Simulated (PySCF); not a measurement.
Run record: geometry optimisation, `ClC1=NN=CN=C1Br`.

Computed with PBE0-D3(BJ)/def2-SVP geometry optimisation, gas phase (PySCF 2.14.0). Start geometry: GFN2-xTB. A driver script takes a list of jobs; this job's settings line and coordinates (Å) are shown.

Input:
```
{"job": {"xc": "PBE0", "basis": "def2-SVP", "d3": "d3bj", "grid": 1, "kind": "geom"}, "charge": 0, "multiplicity": 1}
Cl     2.237158     1.707647    -0.072272
C      0.786539     0.823819    -0.050168
N     -0.350844     1.476154    -0.172580
N     -1.483176     0.836338    -0.159951
C     -1.476312    -0.468961    -0.025409
N     -0.379192    -1.213918     0.103891
C      0.764086    -0.581585     0.093731
Br     2.341543    -1.590984     0.274667
H     -2.426241    -0.982516    -0.017089
```

**Question.** Estimate the output.

**Answer.** 
```
step   0  E = -3312.05908690  max force = 0.016559
step   1  E = -3312.05977619  max force = 0.003578
step   2  E = -3312.05977737  max force = 0.001840
step   3  E = -3312.05981040  max force = 0.000852
step   4  E = -3312.05981565  max force = 0.000226
optimisation converged
```

Energies in Eh; «max force» is the largest Cartesian gradient component in Eh/bohr.

**Question.** How much energy does the optimisation release, in eV?

**Answer.** E(step 0) − E(last step) = 0.000729 Eh, which is 0.020 eV.

**Question.** Give the first gradient maximum in eV/Å.

**Answer.** With 1 Eh/bohr = 51.422 eV/Å, 0.851 eV/Å.

In short: final energy -3312.05982 Eh after 4 steps; dipole 1.63 D.

**Question.** Give the final coordinates.

**Answer.** 0.011 Å rms from the input after alignment:
```
atom  x, y, z in Å
Cl1    2.5775    1.9212   -0.1011
C2     1.1172    1.0313   -0.0727
N3    -0.0073    1.6986   -0.2143
N4    -1.1608    1.0638   -0.2003
C5    -1.1433   -0.2501   -0.0423
N6    -0.0491   -1.0003    0.1083
C7     1.0960   -0.3753    0.0958
Br8    2.6740   -1.3656    0.3050
H9    -2.1132   -0.7564   -0.0352
```

Time: 39 s wall; peak memory 0.67 GiB. Hardware: an Arm Neoverse V1 with one thread, no GPU (shared host).
Labels such as C1 count atoms from 1, the log's own numbers from 0.
